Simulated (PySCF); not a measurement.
BCl2Br, SMILES ClB(Cl)Br. Geometry: PBE0-D3(BJ)/def2-SVP.

Computed equilibrium geometry at PBE0-D3(BJ)/def2-SVP (PySCF confirms it by a frequency run) as bond lengths and angles, and its point group:
point group C2v.
Atoms: B1 Cl2 Cl3 Br4. Bonded distances (Å): B1–Cl2 1.741, B1–Cl3 1.741, B1–Br4 1.901. Bond angles (°): Cl2–B1–Cl3 119.9, Cl2–B1–Br4 120.0, Cl3–B1–Br4 120.0.
Charge 0, spin multiplicity 1.
